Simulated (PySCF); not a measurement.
Delta-SCF ions had no search for a lower state. Excitations are Tamm–Dancoff values on a coarser integration grid. The basis has no diffuse functions, so Rydberg states are missing or too high.

C3H3F, SMILES `CC#CF` (charge 0, multiplicity 1)

The numbers are results of ωB97X-D3(BJ)/def2-TZVP // PBE0-D3(BJ)/def2-TZVP (PySCF 2.14.0), not measurements.

```json
{
 "HOMO": "-10.10 eV",
 "dipole_moment": "0.278 e·Å",
 "LUMO": "3.14 eV",
 "HOMO–LUMO gap": "13.24 eV",
 "S1 excitation (TDA)": "7.35 eV",
 "S1 oscillator strength": "0.000",
 "T1 excitation (TDA)": "6.23 eV",
 "S1–T1 gap (TDA)": "1.12 eV",
 "vertical ionisation energy (Delta-SCF)": "10.31 eV",
 "total_energy": "-216.0118 Ha",
 "cost": "around 60 core-seconds (rough)"
}
```

Bonded distances (Å): C1–C2 1.453, C1–H5 1.092, C1–H6 1.092, C1–H7 1.092, C2–C3 1.194, C3–F4 1.277. Bond angles (°): C2–C1–H5 110.9, C2–C1–H6 110.9, C2–C1–H7 110.9, H5–C1–H6 108.0, H5–C1–H7 108.0, H6–C1–H7 108.0, C1–C2–C3 180.0, C2–C3–F4 180.0.
Charge 0, spin multiplicity 1.
